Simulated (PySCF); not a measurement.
O₃Zr, SMILES [O]=[Zr]1[O][O]1, multiplicity 1. The structure is a stationary point at PBE-D3(BJ)/def2-TZVP. The multiplicity is an assumed one; other spin states were not compared. The def2 effective core potentials stand for the cores of Zr; spin–orbit coupling is left out.

Computed with PBE-D3(BJ)/def2-TZVP in PySCF.

Harmonic wavenumbers (cm⁻¹): 181, 220, 584, 589, 851, 902. Rotational constants (GHz): 11.44, 3.954, 3.708; symmetry number 1.

Task: Work out the zero-point energy and the ideal-gas rigid-rotor harmonic-oscillator thermochemistry at 298.15 K and 1 atm.

Result: ZPE = ½ Σ hcν = ½ × 3328 cm⁻¹ = 19.90 kJ/mol. H − E(el) = 33.95 kJ/mol. Entropy in J/(mol K): translation 170.31, rotation 104.87, vibration 23.14, total 298.32. G − E(el) = -54.99 kJ/mol. Cp = 61.98 J/(mol K).
